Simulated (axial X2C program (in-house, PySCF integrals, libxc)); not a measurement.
**How long does CuPb take?**

A bond scan computed with an axial X2C code built on PySCF integrals. Basis: Pb dyall-cv3z [12s14p10d7f1g], Cu dyall-cv3z [9s9p6d3f2g] (cores contracted in-house).

Input file and command:
```json
{"zs": [82, 29], "q": 0, "bas": ["dyall-cv3z", "dyall-cv3z"], "levels": ["PBE0", "HF", "B97-3"], "cc": true, "r0": 2.56, "thr": -1.0, "nmax": 90, "npts": 10, "nst": 2, "ntry": 6}
```
```bash
python so2c.py task.json out
```

Keys: zs atomic numbers; q charge; bas basis sets; levels methods; cc coupled cluster on or off; r0 starting distance in Å; thr threshold in hartree for freezing inner shells (an s shell follows its p shell); nmax most natural virtual spinors; npts points on the curve; nst determinants followed; ntry starts of the search. HF also brings MP2.

Hardware: 1 thread of Arm Neoverse V1 (shared host).

Wall time of one point of each curve, integrals apart:

```
Hamiltonian                                level  points  seconds a point
  spin-free                                 PBE0       6              1.1
  spin-free                                   HF       6                1
  spin-free  CCSD(T) (15 electrons, 90 virtuals)       6              9.6
  spin-free                                B97-3       6              1.1
         2c                                 PBE0       6              1.9
         2c                                   HF       6                2
         2c  CCSD(T) (15 electrons, 90 virtuals)       6               13
         2c                                B97-3       6              1.9
```

The rest:

Search with its distance optimisation 49 s, atoms 15 s, whole task 270 s. Coupled cluster runs on the points near the minimum only. The program drops outer points, and coupled cluster, when its time limit (not in the input) nears; MP2, further determinants and curves that did not converge are not in the table.
